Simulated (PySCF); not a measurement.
**Working with the constants of SnBr⁺**

RHF-CCSD(T) constants of SnBr⁺, ¹Σ⁺ (singlet), closed shell (basis Sn def2-TZVPPD with ECP28, Br def2-TZVPPD; scalar-relativistic core potentials; PySCF 2.14; masses 119.9022 and 78.9183 u):

```
ωe              : 302.8 cm⁻¹
ωexe            : 0.58 cm⁻¹
Be              : 0.061456 cm⁻¹
αe              : 0.000166 cm⁻¹
D (centrifugal) : 1.01e-08 cm⁻¹
De to Sn⁺ + Br  : 3.76 eV
```

Problem. Give the vibrational terms G(v) and spacings up to v = 6.

Solution. G(v) = ωe(v+½) − ωexe(v+½)².

```tsv
v	G(v) (cm⁻¹)	G(v) − G(v−1)	Bv (cm⁻¹)
0	151.3		0.06137
1	452.9	301.6	0.06121
2	753.4	300.5	0.06104
3	1052.7	299.3	0.06087
4	1350.9	298.2	0.06071
5	1647.9	297.0	0.06054
6	1943.7	295.8	0.06038
```

Problem. How well does the Morse estimate ωe²/(4ωexe) reproduce De, and what is D0?

Solution. It gives 4.90 eV, 130 % of the computed De. D0 = De − G(0) = 3.76 − 0.02 = 3.74 eV.

Correlated steps freeze 13 core orbitals. Spin–orbit coupling is left out, which matters for elements this heavy, above all for dissociation energies. For an ion De counts to the pair picked by the measured ionisation energies or electron affinities, which need not be the lowest pair at this level. Where the molecule has an RHF reference, its open-shell atoms are computed with UHF.
